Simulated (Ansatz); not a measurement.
`C[S][Mg][F]` + H₂O → `C[S][Mg][OH]` + H–F at 500 K and 1 bar (formal hydrolysis of a Mg–F bond).

Gas-phase electronic energies from Ansatz, PBE0-D4/def2-TZVP geometries. CBS: MP2 limit from def2 TZ/QZ plus the TZ coupled-cluster correction, frozen cores. This one scheme is used for every species. For Mg outer-core shells are correlated without core-valence functions, which leaves a few kJ/mol of doubt a bond. One conformer a species, not always the lowest.

```json
{"species": "`C[S][Mg][F]`", "CCSD(T)/CBS energy (Eh)": "-737.42523", "H − E (kJ/mol)": "145.0", "S (J/(mol·K))": "384.8"}
{"species": "H₂O", "CCSD(T)/CBS energy (Eh)": "-76.37941", "H − E (kJ/mol)": "73.2", "S (J/(mol·K))": "206.3"}
{"species": "`C[S][Mg][OH]`", "CCSD(T)/CBS energy (Eh)": "-713.38697", "H − E (kJ/mol)": "177.9", "S (J/(mol·K))": "424.6"}
{"species": "H–F", "CCSD(T)/CBS energy (Eh)": "-100.39570", "H − E (kJ/mol)": "39.4", "S (J/(mol·K))": "188.7"}
```

H − E and S are ideal-gas, rigid-rotor, harmonic terms from PBE0-D4/def2-TZVP, for one conformer and one mirror image of each species. 1 Eh = 2625.50 kJ/mol, R = 8.31446 J/(mol·K).

Q: By hand: ΔE, ΔH, ΔS and ΔG.

A: ΔE = (-713.38697) + (-100.39570) − (-737.42523) − (-76.37941) = 0.02197 Eh = 57.7 kJ/mol. Δ(H − E) = 177.9 + 39.4 − 145.0 − 73.2 = -0.9, so ΔH = 56.8 kJ/mol. ΔS = 424.6 + 188.7 − 384.8 − 206.3 = 22.2 J/(mol·K). ΔG = 56.8 − 500 × (22.2)/1000 = 45.7 kJ/mol.

Q: By hand: the equilibrium constant, and the temperature at which ΔG would vanish if ΔH and ΔS stayed fixed.

A: log₁₀ K = −ΔG/(RT ln 10) = -4.8. ΔG = 0 at ΔH/ΔS = 2559 K, far beyond where these terms or the molecules hold.

ΔH outweighs TΔS. A doubt of 5 kJ/mol in ΔE shifts log₁₀ K by 0.5 here. Other conformers and mirror images would add mixing entropy, several J/(mol·K) or more a flexible species. Modes under 60 cm⁻¹, often nearly free rotors, make the harmonic entropy too high. These are equilibria of isolated gas molecules and say nothing of rates. Largest T1 diagnostic: 0.011 (customary marks: 0.02 for closed shells, 0.045 for open ones).
